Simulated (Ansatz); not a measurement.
Species: cyclobuten-1-yloxysilane, C4H8OSi, net charge 0, singlet state. SMILES: [SiH3]OC1=CCC1
Geometry from a B3LYP-D3(BJ)/def2-TZVP (Ansatz, a first-principles code) optimisation:
```
C
C 1 1.3356
O 1 1.3488 2 132.79
H 2 1.0798 1 134.12 3 -0.02
C 1 1.5125 2 96.10 4 -179.96
H 5 1.0920 1 115.93 2 114.98
H 5 1.0921 6 109.18 1 -133.17
C 2 1.5197 4 133.12 1 -179.96
H 8 1.0918 2 115.92 4 -64.92
H 8 1.0918 9 109.05 2 -133.01
Si 3 1.6605 1 126.46 2 179.20
H 11 1.4739 3 105.33 1 179.67
H 11 1.4810 12 110.64 3 119.64
H 11 1.4810 12 110.63 13 120.74
```

Atomisation energy built up term by term with Ansatz (kcal/mol; UHF references for open shells; valence terms freeze the core; atomic spin-orbit terms are left out). Basis-set limits of correlation are two-point, X^-3; Hartree-Fock from the larger set.

```csv
term,basis,kcal/mol
Hartree-Fock,cc-pV(Q+d)Z,986.04
CCSD correlation,"CBS(cc-pV(T+d)Z,cc-pV(Q+d)Z)",327.86
(T),"CBS(cc-pV(T+d)Z,cc-pV(Q+d)Z)",22.52
core correlation,cc-pwCVTZ,4.63
scalar relativity (X2C),cc-pVTZ-DK against cc-pVTZ,-1.72
sum: De,,1339.3
```

(T) makes 1.7 % of the CCSD(T) atomisation energy; under 5 % is typical of single-reference molecules.
